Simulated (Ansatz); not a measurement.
Geometry optimisation, Ansatz, RKS B3LYP/6-31G*.

input.yaml

```yaml
crystal:
  periodic: [false, false, false]
  atoms:
    - { symbol: B, position_ang: [-0.145585, 0.513443, -0.552036] }
    - { symbol: "N", position_ang: [-0.033805, -0.037641, 2.146291] }
    - { symbol: H, position_ang: [-0.734169, -0.264394, 2.851317] }
    - { symbol: H, position_ang: [0.873439, -0.175787, 2.589775] }
    - { symbol: "N", position_ang: [1.179081, 0.177026, -0.855612] }
    - { symbol: H, position_ang: [1.454013, -0.763381, -1.090446] }
    - { symbol: H, position_ang: [1.941847, 0.785773, -0.596975] }
    - { symbol: Cl, position_ang: [-1.482638, -0.612017, -1.008455] }
    - { symbol: O, position_ang: [-0.451669, 1.785482, -0.076861] }
    - { symbol: H, position_ang: [-1.408206, 1.930753, -0.079488] }
    - { symbol: H, position_ang: [-0.116508, 0.977743, 1.956289] }
basis:
  gaussian: { orbitals: "6-31G*" }
hamiltonian:
  xc: b3lyp
relax:
  f_tol: 0.03
  max_steps: 50
```

Run as:

```bash
$ ansatz run input.yaml --threads 2 --pin off --max-ram 3072MiB --backend cpu --events-out ev --progress --plain --runs-dir out
```

Question: Where does it end, and by what steps?

Answer: It converged. After 26 steps the energy has fallen by 0.368 eV; Cl8 moved furthest, 2.27 Å.

| step | energy less start (eV) | largest force component (eV/Å) | accepted |
| --- | --- | --- | --- |
| 0 | 0.0000 | 0.719 | yes |
| 1 | -0.0551 | 0.442 | yes |
| 2 | -0.0597 | 0.562 | yes |
| 3 | -0.0736 | 0.134 | yes |
| 4 | -0.0784 | 0.140 | yes |
| 5 | -0.0835 | 0.148 | yes |
| 6 | -0.0856 | 0.271 | yes |
| 7 | -0.0910 | 0.194 | yes |
| 8 | -0.0846 | 0.378 | no |
| 9 | -0.0957 | 0.094 | yes |
| 10 | -0.0991 | 0.082 | yes |
| 11 | -0.1043 | 0.172 | yes |
| 12 | -0.1035 | 0.414 | no |
| 13 | -0.1117 | 0.142 | yes |
| 14 | -0.1219 | 0.145 | yes |
| 15 | -0.1371 | 0.332 | yes |
| 16 | -0.1566 | 0.531 | yes |
| 17 | -0.2129 | 0.225 | yes |
| 18 | -0.2638 | 0.178 | yes |
| 19 | -0.3106 | 0.213 | yes |
| 20 | -0.3269 | 0.500 | yes |
| 21 | -0.3466 | 0.213 | yes |
| 22 | -0.3649 | 0.095 | yes |
| 23 | -0.3661 | 0.067 | yes |
| 24 | -0.3669 | 0.141 | yes |
| 25 | -0.3676 | 0.071 | yes |
| 26 | -0.3680 | 0.006 | yes |

```xyz
11
Properties=species:S:1:pos:R:3
B -0.331 0.591 -0.928
N 0.643 0.156 2.426
H 0.251 -0.548 3.050
H 1.239 0.752 2.998
N 0.762 -0.171 -0.533
H 1.350 -0.667 -1.185
H 0.997 -0.252 0.460
Cl -0.762 0.735 -2.687
O -1.108 1.250 -0.003
H -1.830 1.738 -0.422
H -0.136 0.734 2.108
```

Whether the end is a true minimum wasn't checked by a vibrational analysis.

Time of the run: 58 s on 2 threads of Intel(R) Xeon(R) Platinum 8488C (Sapphire Rapids), with other jobs on the host, peak memory 0.21 GiB.
